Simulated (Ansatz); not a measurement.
`[OH][SnH]([F])[CH2]Cl` + H–F → `[OH][SnH]([F])[F]` + `CCl` at 600 K and 1 bar (ligand exchange at the Sn–C bond).

Gas-phase electronic energies from Ansatz, PBE0-D4/def2-TZVP geometries. CCSD(T)/CBS adds triple-zeta CCSD(T) − MP2 to the extrapolated MP2 energy (def2 sets, frozen cores). This one scheme is used for every species. Elements past krypton have def2 core potentials. For Sn outer-core shells are correlated without core-valence functions, which leaves a few kJ/mol of doubt a bond. Each species was taken in one conformer, which may not be the lowest.

```csv
species,CCSD(T)/CBS energy (Eh),H − E (kJ/mol),S (J/(mol·K))
`[OH][SnH]([F])[CH2]Cl`,-889.27670,195.9,476.6
H–F,-100.39570,42.3,194.0
`[OH][SnH]([F])[F]`,-490.06891,111.7,402.8
`CCl`,-499.63220,125.0,268.9
```

H − E and S are ideal-gas, rigid-rotor, harmonic terms from PBE0-D4/def2-TZVP, for one conformer and one mirror image of each species. 1 Eh = 2625.50 kJ/mol, R = 8.31446 J/(mol·K).

Question: By hand: ΔE, ΔH, ΔS and ΔG.

Answer: ΔE = (-490.06891) + (-499.63220) − (-889.27670) − (-100.39570) = -0.02871 Eh = -75.4 kJ/mol. Δ(H − E) = 111.7 + 125.0 − 195.9 − 42.3 = -1.5, so ΔH = -76.9 kJ/mol. ΔS = 402.8 + 268.9 − 476.6 − 194.0 = 1.1 J/(mol·K). ΔG = -76.9 − 600 × (1.1)/1000 = -77.6 kJ/mol.

Question: By hand: the equilibrium constant, and the temperature at which ΔG would vanish if ΔH and ΔS stayed fixed.

Answer: log₁₀ K = −ΔG/(RT ln 10) = 6.8. ΔH and −TΔS have one sign here, so there is no such temperature.

The number of gas molecules stays the same, so ΔS is small and ΔH decides. A doubt of 5 kJ/mol in ΔE shifts log₁₀ K by 0.4 here. Other conformers and mirror images would add mixing entropy, several J/(mol·K) or more a flexible species. Modes under 60 cm⁻¹, often nearly free rotors, make the harmonic entropy too high. These are equilibria of isolated gas molecules and say nothing of rates. Largest T1 diagnostic: 0.015 (customary marks: 0.02 for closed shells, 0.045 for open ones).

ΔS is within the doubt of such terms, so its sign, and with it that verdict, could turn.
